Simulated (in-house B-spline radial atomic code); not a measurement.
Configurations of Si III (Si2+), with energies counted from [Ne] 3s2. Method: non-relativistic BP86, spin-polarised, spherical fractional occupations, point nucleus. Calculated with a B-spline radial code for spherical atoms. Shells without spins written out take the highest spin.

Occupations are held fixed; configurations that lie above the ionisation limit could autoionise.

```
                                 configuration  E - E(ref) (eV)  highest orbital  its <r> (bohr)
        [Ne] 3s(1 up, 0 down) 4s(1 up, 0 down)           18.668            4s up            4.28
                                  [Ne] 3s1 4f1           25.401            4f up           5.648
                          [He] 2s2 2p5 3s2 4d1           124.04            4d up           5.579
                          [He] 2s1 2p6 3s2 4s1           160.43            4s up           4.093
[He] 2s(1 up, 0 down) 2p6 3s2 4s(0 up, 1 down)            160.5          4s down           4.111
                          [He] 2s1 2p6 3s2 4d1           166.19            4d up           5.575
```

Problem. Order these further configurations by energy, lowest first.
A. [Ne] 3s(1 up, 0 down) 4f(0 up, 1 down)
B. [He] 2s2 2p5 3s2 3d1
C. [He] 2s1 2p6 3s2 4f1
D. [He] 2s2 2p5 3s2 4f1
E. [He] 2s(1 up, 0 down) 2p6 3s2 4p(1 up, 0 down)

Solution. A (25.423 eV), B (115.62 eV), D (125.67 eV), E (162.92 eV), C (167.83 eV).

Problem. How far above the reference does [He] 2s2 2p5 3s2 4p1 lie?

Solution. 120.73 eV; its least bound orbital is 4p up with <r> = 4.581 bohr.
